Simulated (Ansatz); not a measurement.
Geometry optimisation, DFT PBE, scalar-relativistic, plane waves, PAW (Ansatz).

The input (input.yaml):

```yaml
crystal:
  lattice:
    - [6.32, 0.0, 0.0]
    - [0.0, 6.32, 0.0]
    - [0.0, 0.0, 6.32]
  atoms:
    - { symbol: W, position: [0.0, 0.0, 0.0] }
    - { symbol: W, position: [0.5, 0.0, 0.0] }
    - { symbol: W, position: [0.0, 0.5, 0.0] }
    - { symbol: W, position: [0.0, 0.0, 0.5] }
    - { symbol: Mo, position: [0.5, 0.5, 0.5] }
    - { symbol: W, position: [0.5, 0.5, 0.0] }
    - { symbol: W, position: [0.5, 0.0, 0.5] }
    - { symbol: W, position: [0.75, 0.25, 0.25] }
    - { symbol: W, position: [0.0, 0.5, 0.5] }
    - { symbol: W, position: [0.25, 0.75, 0.25] }
    - { symbol: W, position: [0.25, 0.25, 0.75] }
    - { symbol: W, position: [0.75, 0.75, 0.25] }
    - { symbol: W, position: [0.75, 0.25, 0.75] }
    - { symbol: W, position: [0.25, 0.75, 0.75] }
    - { symbol: W, position: [0.75, 0.75, 0.75] }
basis:
  ecutwfc: 420.0
kpoints:
  mp_grid: { grid: [3, 3, 3] }
hamiltonian:
  xc: pbe
  pseudopotentials: { kind: paw, azcp: { folder: soft_1 } }
scf:
  occupations: { method: gaussian, width: 0.1 }
  lower_state_search: "off"
relax:
  f_tol: 0.03
  max_steps: 60
  adjacent_minimum: "off"
output:
  write_density: true
  write_potential: true
  elf: true
  volumetric_format: npy
```

Run as:

```bash
$ ansatz run input.yaml --threads 4 --pin off --max-ram 10240MiB --backend cpu --events-out ev --progress --plain --runs-dir out
```

Question: Where does it end, and by what steps?

Answer: It converged. Limits of this set-up: coarse k mesh, a small cell, in which the defect meets its images. After 2 steps the energy has fallen by 0.059 eV; W2 moved furthest, 0.03 Å.

```csv
step,energy less start (eV),largest force component (eV/Å),accepted
0,0.0000,0.340,yes
1,0.6015,1.016,no
2,-0.0586,0.017,yes
```

```xyz
15
Lattice="6.3200 0.0000 0.0000 0.0000 6.3200 0.0000 0.0000 0.0000 6.3200" Properties=species:S:1:pos:R:3
W 0.015 0.015 0.015
W 3.144 0.017 0.017
W 0.017 3.144 0.017
W 0.017 0.017 3.144
Mo 3.145 3.145 3.145
W 3.146 3.146 0.014
W 3.146 0.014 3.146
W 4.739 1.582 1.582
W 0.014 3.146 3.146
W 1.582 4.739 1.582
W 1.582 1.582 4.739
W 4.739 4.739 1.580
W 4.739 1.580 4.739
W 1.580 4.739 4.739
W 4.738 4.738 4.738
```

Time of the run: 17 s on 4 threads of Arm Neoverse V2, with other jobs on the host, peak memory 1.1 GiB.
